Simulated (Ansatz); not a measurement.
Ideal-gas functions of `O[SiH]1BC1` at 600 K and 1 bar, from an Ansatz frequency run at PBE0-D4/def2-TZVP.

Molar mass 71.95 g/mol, point group C1 (symmetry number 1), electronic degeneracy 1, moments of inertia 36.138, 111.126, 127.716 u Å². Harmonic wavenumbers (cm⁻¹, unscaled): 207, 257, 305, 325, 505, 578, 621, 729, 786, 828, 864, 887, 959, 1033, 1193, 1452, 2192, 2696, 3078, 3145, 3907.

Use S(trans) = R[1.5 ln M + 2.5 ln T − 1.1517]; rotational temperatures θ = 24.2544 K / I; S(rot) = R[ln(√π/σ · √(T³/θAθBθC)) + 1.5]; for each mode x = 1.438777 ν̃/T, S = R[x/(eˣ − 1) − ln(1 − e⁻ˣ)] and H = RT x/(eˣ − 1); 1 cm⁻¹ = 0.0119627 kJ/mol; R = 8.31446 J/(mol·K).

By hand: the entropy, in J/(mol·K).

Translation 176.7. Rotation: θ = 0.6712, 0.2183, 0.1899 K, giving 111.9. Vibration, mode by mode: 14.22, 12.47, 11.10, 10.59, 7.21, 6.24, 5.73, 4.65, 4.18, 3.86, 3.60, 3.45, 3.01, 2.62, 1.93, 1.18, 0.27, 0.10, 0.04, 0.04, 0.01, in all 96.5. Electronic 0.0. Sum 385.1 J/(mol·K).

By hand: H − E and G − E in kJ/mol, counted from the electronic energy.

Zero-point energy ½ × 26547 × 0.0119627 = 158.8; thermal vibration 33.3; translation, rotation and pV give 4 RT = 20.0. H − E = 212.1 kJ/mol, and G − E = 212.1 − 600 × 385.1/1000 = -19.0 kJ/mol.

Vibration gives 25 % of the entropy. The sum counts one conformer and one mirror image; others add a mixing term.
